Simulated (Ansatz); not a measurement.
Ideal-gas functions of AlFH₂OS, SMILES `[OH][Al]([F])[SH]` at 600 K and 1 bar, from an Ansatz frequency run at PBE0-D4/def2-TZVP.

Molar mass 96.06 g/mol, point group Cs (symmetry number 1), electronic degeneracy 1, moments of inertia 77.844, 163.346, 241.19 u Å². Harmonic wavenumbers (cm⁻¹, unscaled): 160, 226, 228, 255, 316, 470, 594, 657, 812, 954, 2708, 3975.

Use S(trans) = R[1.5 ln M + 2.5 ln T − 1.1517]; rotational temperatures θ = 24.2544 K / I; S(rot) = R[ln(√π/σ · √(T³/θAθBθC)) + 1.5]; for each mode x = 1.438777 ν̃/T, S = R[x/(eˣ − 1) − ln(1 − e⁻ˣ)] and H = RT x/(eˣ − 1); 1 cm⁻¹ = 0.0119627 kJ/mol; R = 8.31446 J/(mol·K).

Task: By hand: the entropy, in J/(mol·K).

Result: Translation 180.3. Rotation: θ = 0.3116, 0.1485, 0.1006 K, giving 119.3. Vibration, mode by mode: 16.33, 13.51, 13.44, 12.53, 10.82, 7.75, 6.04, 5.34, 3.97, 3.04, 0.09, 0.01, in all 92.9. Electronic 0.0. Sum 392.5 J/(mol·K).

Task: By hand: H − E and G − E in kJ/mol, counted from the electronic energy.

Result: Zero-point energy ½ × 11355 × 0.0119627 = 67.9; thermal vibration 28.5; translation, rotation and pV give 4 RT = 20.0. H − E = 116.4 kJ/mol, and G − E = 116.4 − 600 × 392.5/1000 = -119.1 kJ/mol.

Vibration gives 24 % of the entropy. The sum counts one conformer and one mirror image; others add a mixing term.
